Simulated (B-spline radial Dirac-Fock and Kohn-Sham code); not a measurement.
# Core-level shifts of thallium with charge state

The computed values come from a B-spline atomic structure program: Dirac-Fock (average of configuration) total-energy differences with a finite nucleus, the Breit interaction including its frequency dependence, and self-energy and vacuum-polarisation corrections. Each ion is free and in its tabulated ground configuration. Correlation and solid-state effects are left out.

Reference: Tl³²⁺, [Kr] 4d10 4f3, with L1 16565.9 eV, L2 15910.5 eV, M2 4625.5 eV, M3 4162.2 eV, N3 1690.3 eV, Kα1 (K-L3) 72864.9 eV, Kβ1 (K-M3) 82572.2 eV, Lℓ (L3-M1) 8953.1 eV. Shifts from it, in eV (a dash: the subshell is empty, belongs to an open shell averaged over j, or its hole state is left out as unreliable):

| ion | configuration | L1 | L2 | M2 | M3 | N3 | Kα1 | Kβ1 | Lℓ |
| --- | --- | --- | --- | --- | --- | --- | --- | --- | --- |
| Tl³³⁺ | [Kr] 4d10 4f2 | +70.7 | +70.3 | +70.6 | +70.1 | +57.0 | -1.71 | -1.26 | -0.03 |
| Tl³⁴⁺ | [Kr] 4d10 4f1 | +142.8 | +142.0 | +142.7 | +141.6 | +114.7 | -3.47 | -2.41 | +0.07 |
| Tl³⁵⁺ | [Kr] 4d10 | +216.5 | +215.3 | +216.0 | +214.4 | +173.3 | -5.28 | -3.45 | +0.31 |
| Tl³⁶⁺ | [Kr] 4d9 | +294.8 | +294.1 | +288.1 | +285.5 | +229.2 | -4.36 | +4.82 | +7.25 |
| Tl³⁷⁺ | [Kr] 4d8 | +374.3 | +374.1 | +361.0 | +357.4 | +285.6 | -3.39 | +13.43 | +14.45 |
| Tl³⁸⁺ | [Kr] 4d7 | +455.0 | +455.3 | +434.9 | +430.3 | +342.5 | -2.35 | +22.37 | +21.92 |

Over this range L1 (2s) moves by +455.0 eV and Kα1 by -2.3 eV: a line is a difference of two levels that shift in the same direction.
